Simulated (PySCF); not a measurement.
Isomers of C12H8. Method used: PySCF, PBE0-D3(BJ)/def2-SVP geometry optimisation, gas phase. One conformer each; no zero-point energy, no entropy. No frequencies were run at this level. Point groups hold within 0.08 Å.

Problem. Rank from lowest to highest electronic energy at this level (kJ/mol).
A. `[CH:1]#[C:2]/[CH:3]=[C:4](\[C:5]#[CH:6])[c:7]1[cH:8][cH:9][cH:10][cH:11][cH:12]1` with C3–C4–C7–C8 158°
B. `C#C/C=C1/C=Cc2ccccc21`
C. `c1c2c3c(C=Cc3cc1)ccc2` (acenaphthylene)

Solution. C (0.0), B (256.0), A (451.0).

As drawn, the highest has a C≡C bond, which the lowest lacks.

| SMILES | E (Eh) | E rel (kJ/mol) | dipole (D) | point group | A, B, C (MHz) |
| --- | --- | --- | --- | --- | --- |
| C1=Cc2cccc3cccc1c23 | -461.24066 | 0.0 | 0.37 | C2v | 1514, 1222, 676.1 |
| C#C/C=C1/C=Cc2ccccc21 | -461.14317 | 256.0 | 0.18 | Cs | 1602, 827.8, 545.8 |
| C#C/C=C(\C#C)c1ccccc1 | -461.06888 | 451.0 | 0.64 | C1 | 2102, 562.1, 449.6 |
